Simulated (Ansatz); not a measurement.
Mulliken charges of `FC1(F)OC1(F)F` from PBE/def2-TZVPP in Ansatz (PBE0-D4/def2-TZVP geometry).

| atom | x (Å) | y (Å) | z (Å) | charge (e) |
| --- | --- | --- | --- | --- |
| F1 | -0.308 | -1.170 | 1.358 | -0.111 |
| C2 | -0.120 | -0.707 | 0.139 | 0.314 |
| F3 | -0.612 | -1.552 | -0.745 | -0.111 |
| O4 | 1.145 | -0.198 | -0.136 | -0.186 |
| C5 | 0.080 | 0.697 | -0.145 | 0.314 |
| F6 | 0.090 | 1.622 | 0.793 | -0.111 |
| F7 | -0.214 | 1.240 | -1.309 | -0.111 |

Question: By hand: the dipole of these point charges (1 e Å = 4.8032 D).

Answer: Σ q r = (-0.110, 0.018, 0.013) e Å, of length 0.112 e Å = 0.54 D.

Question: How does the dipole of the full density compare? (Best estimate.)

Answer: The calculation gave: (-0.106, 0.018, 0.012) e Å, 0.52 D; the point charges give 1.04 times that, at 0° from its direction.

Point charges leave out the atoms' own dipoles, such as those of lone pairs, and Mulliken's split depends on the basis, so the close match here is no proof of good charges.
